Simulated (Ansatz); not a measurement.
System: dimethyl(methylsulfanyl)borane, C3H9BS, charge 0, multiplicity 1. 
Coordinates optimised at B3LYP-D3(BJ)/def2-TZVP (Ansatz, an electronic-structure program):
```xyz
14

C      1.8124     0.6402    -0.8746
S      0.9797    -0.2174     0.5017
B     -0.7730    -0.1361     0.1361
C     -1.7281    -0.8125     1.1835
C     -1.3237     0.5703    -1.1564
H      1.4941     1.6789    -0.9317
H      2.8818     0.6054    -0.6772
H      1.6081     0.1423    -1.8201
H     -2.4438    -0.0732     1.5602
H     -1.2299    -1.2701     2.0390
H     -2.3319    -1.5812     0.6883
H     -1.0259     1.6232    -1.1924
H     -2.4121     0.5295    -1.2255
H     -0.9140     0.1156    -2.0640
```
Charge 0, spin multiplicity 1.

Quantity: vertical triplet-singlet gap (E(triplet) - E(singlet); each state is the SCF solution reached for its spin), in kJ/mol. Correlated levels leave the core frozen unless marked. UHF or UKS for open shells. Spin-orbit coupling is left out. Non-relativistic. Basis-set limits of correlation are two-point, X^-3; Hartree-Fock from the larger set.

```tsv
level	program	vertical triplet-singlet gap (kJ/mol)
PBE/def2-TZVPD	Ansatz	466.2
B3LYP/def2-TZVPD	Ansatz	482.8
PBE0/def2-TZVPD	Ansatz	471.1
CAM-B3LYP/def2-TZVPD	Ansatz	486.3
wB97M-V/def2-TZVPD	Ansatz	503.6
B2PLYP/def2-TZVPD	Ansatz	493.4
RI-MP2/CBS(aug-cc-pV(T+d)Z,aug-cc-pV(Q+d)Z)	Ansatz	514.6
CCSD/aug-cc-pV(D+d)Z	Ansatz	494.8
CCSD(T)/aug-cc-pV(D+d)Z	Ansatz	497.8
```
